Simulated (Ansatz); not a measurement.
Start from `O[Si](O)([SiH3])O[SiH3]` and change one atom or group to get `C=C[Si](O)(O)O[SiH3]`.

Ansatz, PBE0-D4/def2-TZVP geometries, multiplicity 1. Each molecule was computed in one conformer, which needn't be the lowest.

```
                                        property  `O[Si](O)([SiH3])O[SiH3]`
  size of the dipole moment (PBE/def2-TZVPP) / D                       1.60
size of the dipole moment (B3LYP/def2-TZVPP) / D                       1.61
              LUMO energy (PBE0/def2-TZVPP) / eV                      -0.03
               LUMO energy (PBE/def2-TZVPP) / eV                      -0.87
              HOMO energy (PBE0/def2-TZVPP) / eV                      -8.04
             HOMO–LUMO gap (PBE/def2-TZVPP) / eV                       5.92
```

(1) Give the same properties after the change, and the shifts. (An estimate is asked.)

Results:

(1) Ansatz gave: 
| property | `C=C[Si](O)(O)O[SiH3]` | shift |
| --- | --- | --- |
| size of the dipole moment (PBE/def2-TZVPP) / D | 1.18 | -0.42 |
| size of the dipole moment (B3LYP/def2-TZVPP) / D | 1.25 | -0.36 |
| LUMO energy (PBE0/def2-TZVPP) / eV | -0.43 | -0.40 |
| LUMO energy (PBE/def2-TZVPP) / eV | -1.45 | -0.58 |
| HOMO energy (PBE0/def2-TZVPP) / eV | -8.05 | -0.01 |
| HOMO–LUMO gap (PBE/def2-TZVPP) / eV | 5.43 | -0.49 |

Dipoles are sizes alone; their direction can turn.

B3LYP here is the variant with VWN-RPA as its local correlation; programs differ in this.
